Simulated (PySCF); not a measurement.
A GIAO shielding run with PySCF 2.14.0 with density-fitted response routines (density fitting, non-relativistic, gas phase) on SMILES C1[C@@](C)(F)C(F)=C1, C₅H₆F₂:

```
$ OMP_NUM_THREADS=1 python probes_run.py task.json out

{"job": {"kind": "nmr", "xc": "PBE0", "basis": "IGLO-III", "pop": true}, "charge": 0, "multiplicity": 1}
C      1.532913     0.233201     0.445194
C      0.340645     0.009796    -0.450932
F      0.793024    -0.185270    -1.737658
C     -0.709285    -1.054827    -0.005517
C     -1.704063     0.086643     0.094059
C     -0.808547     0.974358    -0.344661
F     -0.831732     2.271746    -0.562802
H      2.219626    -0.622548     0.367202
H      1.219900     0.347565     1.492439
H      2.071076     1.141231     0.136256
H     -0.905736    -1.788592    -0.801706
H     -0.472334    -1.579815     0.934519
H     -2.738842     0.145275     0.432528
```

Hardware: 1 thread of an Arm Neoverse V1, shared host. The job also computes population analyses, field gradients, ring-centre shieldings.

Q: How large is the calculation?

A: 54 electrons, 305 basis functions and 767 auxiliary functions.

Q: How long does it take, and how much memory does it need?

A: 46 s of wall time, with 14 SCF cycles and 5 response iterations; peak memory 1.1 GiB. Times on a shared host scatter by some tens of per cent.

Q: And these other runs on the same molecule and hardware: GIAO shielding at BP86/pcSseg-1; GIAO shielding at CAM-B3LYP/pcSseg-1; GIAO shielding at HF/pcSseg-1; GIAO shielding at KT2/pcSseg-1; GIAO shielding at KT3/pcSseg-1; GIAO shielding at LDA/pcSseg-1?

A: BP86/pcSseg-1: 149 functions, 21 s; CAM-B3LYP/pcSseg-1: 149 functions, 18 s; HF/pcSseg-1: 149 functions, 6.6 s; KT2/pcSseg-1: 149 functions, 22 s; KT3/pcSseg-1: 149 functions, 22 s; LDA/pcSseg-1: 149 functions, 17 s.
